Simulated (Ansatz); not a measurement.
Geometry optimisation, RKS r2SCAN/def2-SVP (Ansatz 0.2.0).

The input (input.yaml):

```yaml
crystal:
  periodic: [false, false, false]
  atoms:
    - { symbol: C, position_ang: [-0.7264, 0.9836, -0.5125] }
    - { symbol: B, position_ang: [-0.1389, -0.4238, -0.4198] }
    - { symbol: C, position_ang: [0.808, -0.7751, 0.7682] }
    - { symbol: F, position_ang: [-0.3678, -1.408, -1.422] }
    - { symbol: H, position_ang: [0.0343, 1.7784, -0.6227] }
    - { symbol: H, position_ang: [-1.383, 1.2485, 0.3798] }
    - { symbol: H, position_ang: [-1.397, 1.0896, -1.4185] }
    - { symbol: H, position_ang: [1.7582, -0.0827, 0.7526] }
    - { symbol: H, position_ang: [1.1888, -1.8102, 0.7289] }
    - { symbol: H, position_ang: [0.3068, -0.6513, 1.7689] }
basis:
  gaussian: { orbitals: def2-SVP }
hamiltonian:
  xc: r2scan
relax:
  f_tol: 0.015
  max_steps: 40
```

Command:

```bash
$ ansatz run input.yaml --threads 2 --pin off --max-ram 3072MiB --backend cpu --events-out ev --progress --plain --runs-dir out
```

Question: Where does it end, and by what steps?

Answer: The forces met the threshold. The force dipped under the threshold on the way, but the program's further checks kept it going. After 15 steps the energy has fallen by 0.338 eV; F4 moved furthest, 0.51 Å.

```json
{"step": "0", "energy less start (eV)": "0.0000", "largest force component (eV/Å)": "2.219", "accepted": "yes"}
{"step": "1", "energy less start (eV)": "-0.2750", "largest force component (eV/Å)": "1.537", "accepted": "yes"}
{"step": "2", "energy less start (eV)": "-0.3148", "largest force component (eV/Å)": "0.396", "accepted": "yes"}
{"step": "3", "energy less start (eV)": "-0.3239", "largest force component (eV/Å)": "0.407", "accepted": "yes"}
{"step": "4", "energy less start (eV)": "-0.3334", "largest force component (eV/Å)": "0.077", "accepted": "yes"}
{"step": "5", "energy less start (eV)": "-0.3363", "largest force component (eV/Å)": "0.036", "accepted": "yes"}
{"step": "6", "energy less start (eV)": "-0.3369", "largest force component (eV/Å)": "0.007", "accepted": "yes"}
{"step": "7", "energy less start (eV)": "-0.3371", "largest force component (eV/Å)": "0.067", "accepted": "yes"}
{"step": "8", "energy less start (eV)": "-0.3373", "largest force component (eV/Å)": "0.039", "accepted": "yes"}
{"step": "9", "energy less start (eV)": "-0.3375", "largest force component (eV/Å)": "0.005", "accepted": "yes"}
{"step": "10", "energy less start (eV)": "-0.3376", "largest force component (eV/Å)": "0.040", "accepted": "yes"}
{"step": "11", "energy less start (eV)": "-0.3377", "largest force component (eV/Å)": "0.038", "accepted": "yes"}
{"step": "12", "energy less start (eV)": "-0.3378", "largest force component (eV/Å)": "0.019", "accepted": "yes"}
{"step": "13", "energy less start (eV)": "-0.3379", "largest force component (eV/Å)": "0.002", "accepted": "yes"}
{"step": "14", "energy less start (eV)": "-0.3303", "largest force component (eV/Å)": "0.313", "accepted": "no"}
{"step": "15", "energy less start (eV)": "-0.3381", "largest force component (eV/Å)": "0.010", "accepted": "yes"}
```

```xyz
10
Properties=species:S:1:pos:R:3
C -0.847 0.982 -0.524
B -0.025 -0.349 -0.429
C 0.808 -0.817 0.814
F 0.035 -1.120 -1.527
H -0.135 1.799 -0.747
H -1.337 1.258 0.423
H -1.588 0.973 -1.338
H 1.844 -0.454 0.677
H 0.875 -1.915 0.880
H 0.453 -0.410 1.772
```

Whether the end is a true minimum wasn't checked by a vibrational analysis.

Run time: 21 s on 2 threads of Intel(R) Xeon(R) Platinum 8375C CPU @ 2.90GHz (Ice Lake) (shared host), peak memory 0.15 GiB.
